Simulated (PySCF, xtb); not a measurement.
ZnI₂, SMILES [I][Zn][I].

Harmonic wavenumbers (cm⁻¹) from GFN2-xTB run with xtb 6.7.1 at its own minimum, in rising order: 36, 36, 144, 319.

What does PBE-D3(BJ)/def2-SVP (PySCF) give at its own minimum? (The exact figures need the calculation; the answer reports its results.)

63, 63, 151, 330. Paired by order, the mean absolute difference is 18 cm⁻¹ and the zero-point energies are 0.8 and 0.9 kcal/mol.
